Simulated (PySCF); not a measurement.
**Dipole response of Ge(2+) (germanium, charge +2)**

[Ar] 3d10 4s1 4p1, high-spin 3P determinant (an excited configuration). Calculation: PySCF 2.14, in aug-cc-pVQZ-DK; scalar relativity by spin-free X2C-1e. Coupled (time-dependent) response in atomic units; α is the mean over directions.

```csv
method,mean α (bohr³),"α xx, yy, zz",C₆ (like pair),S(−4)
UHF,10.63,"11.35, 9.197, 11.35",39.76,56.62
PBE,10.05,"10.24, 9.668, 10.24",37.30,49.52
PBE0,10.12,"10.46, 9.453, 10.46",37.53,50.40
```

S(−4) is the Cauchy moment in α(ω) = α(0) + S(−4) ω² + …

Spin-orbit coupling is absent.

α(iu) at UHF:

```csv
u (hartree),α(iu) (bohr³)
0,10.63
0.0500,10.50
0.100,10.10
0.200,8.798
0.300,7.287
0.500,4.825
0.750,3.054
1.00,2.116
1.50,1.236
2.00,0.8402
3.00,0.4816
5.00,0.2248
```

A single London oscillator, α(iu) = α/(1 + u²/ω²), gives C₆ = (3/4) ω α². Matching the computed C₆ needs ω = 4 × 39.76 / (3 × 10.63²) = 0.469 hartree.

For an ion, C₆ is the dispersion term alone; charge-induced terms of lower order in 1/R come first.

The components differ because the open shell of this determinant is not spherical; for a pure term their mean is the scalar polarisability.
